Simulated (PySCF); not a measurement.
C2H6Be. Atoms are numbered in the order given.

```xyz
9

Be     0.0000     0.0000     0.0000
C      0.0000     0.0000    -1.6807
H      0.8834     0.4978    -2.0961
H     -0.8728     0.5162    -2.0961
H     -0.0106    -1.0140    -2.0961
C      0.0000     0.0000     1.6807
H      0.8834    -0.4978     2.0961
H     -0.8728    -0.5162     2.0961
H     -0.0106     1.0140     2.0961
```

Geometry: r2SCAN-D4/def2-TZVP. The isomer is the one that the SMILES or the coordinates give; other isomers of the formula were not compared.

Calculation: C-PCM-PBE0/def2-SVP (PySCF).

The values are the electrostatic part of the solvation free energy, E(continuum) − E(gas) at the gas-phase geometry, in a cavity of scaled van der Waals radii (PySCF's table); cavitation and dispersion terms are not included. A continuum can't describe solvent molecules that bind to the metal. In vacuum the orbital gap is 8.58 eV. The dipole moment in vacuum is 0.00 D.

Computed values in water (ε = 78.36), toluene (ε = 2.37), dichloromethane (ε = 8.93):
| solvent | ε | ΔG(elec) (kcal/mol) | dipole (D) | gap (eV) |
|---|---|---|---|---|
| water | 78.36 | -1.8 | 0.00 | 8.77 |
| toluene | 2.37 | -1.0 | 0.00 | 8.68 |
| dichloromethane | 8.93 | -1.6 | 0.00 | 8.74 |
